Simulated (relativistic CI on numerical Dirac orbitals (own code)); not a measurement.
## Sensitivity of the levels of Bi36+ to α and to the nuclear radius

Method of calculation: Dirac-Coulomb-Breit CI, orbitals from a KLI potential per configuration, derivatives by finite differences, unscaled Slater integrals, QED left out (own radial code, finite nucleus).

Configurations in the expansion (outside the closed core [Ar] 3d10): 4s2.4p6.4d10.4f, 4s2.4p6.4d9.4f2, 4s2.4p6.4d10.5s, 4s2.4p5.4d10.4f2, 4s2.4p6.4d10.5p, 4s.4p6.4d10.4f2, 4s2.4p6.4d10.5d, 4s2.4p6.4d9.4f.5s. Levels of other configurations are missing.

With x = (α/α₀)² − 1 an excitation energy changes as ω = ω₀ + qx; K = 2q/ω₀ is the relative enhancement. Terms are leading LS components, so labels can repeat. The field-shift factor is F = δν/δ⟨r²⟩ for the transition from the lowest level.

Lowest level 4s2.4p6.4d10.4f 2F°_5/2.

| Level | ω₀ (cm⁻¹) | q (cm⁻¹) | K | F (GHz/fm²) |
| --- | --- | --- | --- | --- |
| 4s2.4p6.4d10.4f 2F°_7/2 | 64473 | 60630 | 1.88 | 3.82 |
| 4s2.4p6.4d9.4f2 4F_3/2 | 1911422 | 16760 | 0.0175 | 41.6 |
| 4s2.4p6.4d9.4f2 4F_5/2 | 1915975 | 11990 | 0.0125 | 41.8 |
| 4s2.4p6.4d9.4f2 4G_7/2 | 1937712 | 15030 | 0.0155 | 42.2 |
| 4s2.4p6.4d9.4f2 2K_13/2 | 1959263 | 4666 | 0.00476 | 42.1 |
| 4s2.4p6.4d9.4f2 4H_9/2 | 1968215 | 12120 | 0.0123 | 42.2 |
| 4s2.4p6.4d9.4f2 4D_5/2 | 1971084 | 15230 | 0.0155 | 42.7 |
| 4s2.4p6.4d9.4f2 4F_7/2 | 1976522 | 62400 | 0.0631 | 45.1 |
| 4s2.4p6.4d9.4f2 4I_11/2 | 1983267 | 7719 | 0.00778 | 42.3 |
| 4s2.4p6.4d9.4f2 4D_3/2 | 1990198 | 24880 | 0.025 | 43.2 |
| 4s2.4p6.4d9.4f2 4F_9/2 | 1991759 | 71990 | 0.0723 | 45.7 |
| 4s2.4p6.4d9.4f2 4G_7/2 | 1998371 | 20560 | 0.0206 | 43.3 |
| 4s2.4p6.4d9.4f2 2F_5/2 | 2000413 | 69010 | 0.069 | 45.5 |

At this charge energies of transitions that change n are usually good to better than 1 %, and those within a shell (Δn = 0) to a few per cent.
